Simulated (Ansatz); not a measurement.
Relaxation of CH₇AlO₂Si (12 atoms, charge 0, multiplicity 1), to a largest force component of 0.015 eV/Å in at most 40 steps.

These are results of RKS PBE0/def2-SVP (Ansatz 0.2.0), not measurements.

```xyz
12
Properties=species:S:1:pos:R:3
C -2.229 -0.164 -0.566
Al -0.444 0.559 -0.927
O 0.531 1.236 0.445
Si 1.477 -0.096 1.131
O 2.626 -0.653 0.036
H -2.229 -0.928 0.162
H -2.880 0.704 -0.173
H -2.680 -0.479 -1.530
H 0.179 0.506 -2.355
H 0.480 -1.210 1.463
H 2.024 0.315 2.415
H 3.223 0.153 -0.066
```

Task: Where does it end, and by what steps?

Result: The run converged. The force dipped under the threshold on the way, but the program's further checks kept it going. After 30 steps the energy has fallen by 0.887 eV; O3 moved furthest, 1.15 Å. Parted: Al2–Si4.

```tsv
step	energy less start (eV)	largest force component (eV/Å)	accepted
0	0.0000	2.871	yes
2	-0.6778	0.540	yes
4	-0.7848	0.484	yes
6	-0.8689	0.128	yes
8	-0.8432	1.092	no
10	-0.8822	0.061	no
12	-0.8837	0.062	yes
14	-0.8843	0.061	yes
16	-0.8852	0.061	yes
18	-0.8858	0.087	yes
20	-0.8863	0.047	yes
22	-0.8867	0.025	yes
24	-0.8868	0.023	yes
26	-0.8870	0.016	yes
28	-0.8870	0.025	yes
30	-0.8871	0.013	yes
```

```xyz
12
Properties=species:S:1:pos:R:3
C -2.533 0.021 -0.728
Al -0.654 0.456 -0.981
O 0.487 0.102 0.239
Si 1.707 -0.326 1.251
O 3.127 -0.608 0.435
H -2.726 -0.504 0.220
H -3.150 0.937 -0.740
H -2.905 -0.612 -1.552
H -0.089 1.164 -2.284
H 1.396 -1.614 1.924
H 1.881 0.778 2.243
H 3.535 0.151 0.008
```

Whether the end is a true minimum wasn't checked by a vibrational analysis.

Time of the run: 79 s on 2 threads of Arm Neoverse V2, with other jobs on the host, peak memory 0.24 GiB.
